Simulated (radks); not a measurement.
Results of a calculation; reference values are marked as such.
Task: Level of theory: non-relativistic Kohn-Sham, PBE, spin-polarised, spherical densities, point nucleus (a radial shooting solver on a logarithmic mesh with Libxc functionals). Response by self-consistent Sternheimer equations with the Hartree and adiabatic LDA kernel. Rank O4+, F5+, Ne6+, B+, C2+, Mg8+, Be, N3+ (NIST ground configurations) by static dipole polarisability, largest first.

Result: Be 42.66, B+ 10.54, C2+ 4.166, N3+ 2.064, O4+ 1.172, F5+ 0.7284, Ne6+ 0.4835, Mg8+ 0.2446 bohr^3.
